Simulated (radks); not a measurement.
The numbers below are computed, except where a source is named.
All-electron atom: Eu5+ in [Kr] 4d10 4f5 5s2 5p5 (the NIST ground configuration). Code: a radial shooting solver on a logarithmic mesh with Libxc functionals. Model: scalar-relativistic Kohn-Sham, MS2 meta-GGA, spin-unpolarised, spherical densities, finite nucleus; meta-GGA in the generalised Kohn-Sham scheme; Fermi nuclear charge, rms radius 5.1115 fm.

Normalised radial functions P(r) = r R(r), r in bohr:

r	3d	4s	4f
0.003613	0.0006	0.2629	0.0000
0.004743	0.0012	0.3074	0.0000
0.006275	0.0026	0.3499	0.0000
0.008237	0.0055	0.3793	0.0000
0.0109	0.0117	0.3840	0.0000
0.01431	0.0241	0.3468	0.0001
0.01878	0.0486	0.2499	0.0003
0.02484	0.0977	0.0745	0.0008
0.03261	0.1863	-0.1624	0.0021
0.04315	0.3463	-0.4263	0.0056
0.05664	0.5978	-0.6018	0.0136
0.07434	0.9611	-0.5629	0.0316
0.09836	1.4288	-0.2012	0.0711
0.1291	1.8759	0.3827	0.1453
0.1695	2.1438	0.8620	0.2730
0.2242	2.0544	0.7805	0.4704
0.2943	1.5853	-0.0097	0.7124
0.3894	0.9198	-1.0705	0.9564
0.5111	0.3882	-1.5809	1.1021
0.6709	0.1102	-1.3043	1.0911
0.8877	0.0174	-0.6570	0.9246
1.165	0.0015	-0.2094	0.6754
1.529	0.0001	-0.0388	0.4151
2.024	0.0000	-0.0035	0.1998
2.656	0.0000	-0.0001	0.0723
3.514	0.0000	0.0000	0.0166
4.613	0.0000	0.0000	0.0022

3d: eigenvalue -1191.3 eV, 0 radial nodes, <r> = 0.226 bohr, 90 % of the charge inside 0.352 bohr. 4s: eigenvalue -420.94 eV, 3 radial nodes at r = 0.0273, 0.109, 0.294 bohr, <r> = 0.564 bohr, 90 % of the charge inside 0.808 bohr. 4f: eigenvalue -68.556 eV, 0 radial nodes, <r> = 0.810 bohr, 90 % of the charge inside 1.34 bohr.
